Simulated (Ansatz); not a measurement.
## Changing the shape of FeCl, sextet

Computed with Ansatz's Gaussian-basis code (development build); NEVPT3, NEVPT4(SD), MRCISD by development code. Basis cc-pV(T+d)Z, nonrelativistic, 14 orbitals frozen in the corrections; active space CAS(7,11). Restricted Hartree–Fock, then the lowest state-specific CASSCF solution met for each case. On stretched bonds single-reference methods can fail or change state. Solutions in different active orbitals can move differences by tenths of an eV and at times more than 1 eV.

Case A: bond length 2.1740 Å.

Case B: bond length 2.5001 Å.

Energy less that of case A, in eV:

| case | RHF/ROHF | CASSCF | SC-NEVPT2 | FIC-NEVPT2 | NEVPT3 | NEVPT4(SD) |
| --- | --- | --- | --- | --- | --- | --- |
| B | +0.192 | +0.214 | +0.262 | +0.280 | +0.314 | +0.352 |

Problem. Give the MRCISD+Q energies against case A.

Solution. B: +0.381 eV (8.8 kcal/mol).
